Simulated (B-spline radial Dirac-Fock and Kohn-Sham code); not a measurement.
# Isotope-shift constants of the inner levels of Lu³⁺

System: Lu³⁺ in the configuration [Xe] 4f14.

The run's input, task.json:

```json
{"items": [{
  "Z": 71,
  "q": 3,
  "cfg": [[1, 0, 2], [2, 0, 2], [2, 1, 6], [3, 0, 2], [3, 1, 6], [3, 2, 10], [4, 0, 2], [4, 1, 6], [4, 2, 10], [4, 3, 14], [5, 0, 2], [5, 1, 6]],
  "A": 175,
  "rrms": 5.37,
  "do": "isoshift",
  "isotopes": [[161, 160.943572, 5.2293], [162, 161.943282776, 5.2398], [163, 162.941179, 5.2567], [164, 163.941339, 5.2677], [165, 164.939406758, 5.283], [166, 165.939859, 5.2972], [167, 166.938243, 5.3108], [168, 167.938729798, 5.3227], [169, 168.937645845, 5.329], [170, 169.93847923, 5.3364], [171, 170.937918591, 5.3436], [172, 171.93909132, 5.3486], [173, 172.938935722, 5.3577], [174, 173.94034284, 5.3634], [175, 174.940777211, 5.37], [176, 175.942691711, 5.3739], [177, 176.94376357, 5.3815], [178, 177.945960065, 5.3857], [179, 178.947332985, 5.3917]]
}]}
```

Run with: `python xray2_run.py task.json out`

These are calculated numbers from a B-spline atomic structure program; the model is first-order field-shift and mass-shift constants from Dirac-Fock ground and hole states with a Fermi nucleus; the mass shift has no relativistic recoil terms. A binding energy shifts by δE = F·δ⟨r²⟩ + (K_N + K_S)·δ(1/M); F is taken for a change of radius at fixed skin thickness and so holds the higher radial moments.

| level | F (meV/fm²) |
| --- | --- |
| K (1s) | -620.1 |
| L1 (2s) | -85.68 |
| L2 (2p1/2) | -0.4403 |
| L3 (2p3/2) | 3.657 |
| M1 (3s) | -19.05 |
| M2 (3p1/2) | -0.09211 |
| M3 (3p3/2) | 0.9573 |
| M4 (3d3/2) | 0.8832 |
| M5 (3d5/2) | 0.8417 |

The mass shift is not given and not included below: at this Z its relativistic corrections are large. It matters little for K lines but can be comparable with the field shift of L lines.

Field shifts alone in meV from A = 175 (mass 174.9408 u, rms radius 5.37 fm); radii from Angeli and Marinova (2013).

```
  A  mass (u)  radius (fm)     Kα1     Kα2     Kβ1   Lα1
161  160.9436       5.2293  +930.2  +924.1  +926.2  -4.2
163  162.9412       5.2567  +751.0  +746.1  +747.7  -3.4
164  163.9413       5.2677       ?       ?       ?     ?
165  164.9394        5.283  +578.1  +574.3  +575.6  -2.6
166  165.9399       5.2972  +484.4  +481.2  +482.3  -2.2
169  168.9376        5.329  +273.6  +271.8  +272.4  -1.2
170  169.9385       5.3364  +224.4  +222.9  +223.4  -1.0
174  173.9403       5.3634   +44.2   +43.9   +44.0  -0.2
176  175.9427       5.3739   -26.1   -26.0   -26.0  +0.1
179  178.9473       5.3917  -145.7  -144.7  -145.0  +0.7
```

Question: What are the shifts for A = 164?

Answer: Kα1 +678.8 meV; Kα2 +674.3 meV; Kβ1 +675.8 meV; Lα1 -3.1 meV.
